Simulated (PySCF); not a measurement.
# Copper: a sound run and one with changed settings

Sound run: Cu [Ar] 3d10 4s1, Cu⁺ [Ar] 3d10. All numbers are calculated (PySCF 2.14, the spin-free X2C one-electron Hamiltonian (Gaussian nucleus), in x2c-SVPall). In the sound run the correlated levels freeze [Ar]. The sound run starts from symmetry-adapted Hartree-Fock orbitals and uses a fine grid where one is needed.

Changed run: a valence shell is frozen. This setting is unsound on purpose.

Ionisation energy of Cu:

| method | sound run (eV) | changed run (eV) |
| --- | --- | --- |
| UHF | 6.561 | 6.561 |
| MP2 | 7.149 | 6.561 |
| SCS-MP2 | 7.070 | 6.561 |
| CCSD | 7.080 | 6.561 |
| CCSD(T) | 7.185 | 6.561 |
| CCSDT | n/a | 6.561 |
| FCI | n/a | 6.561 |

Freezing a valence shell removes pair correlation that changes on ionisation.

For comparison, NIST gives 7.726 eV between the lowest levels.
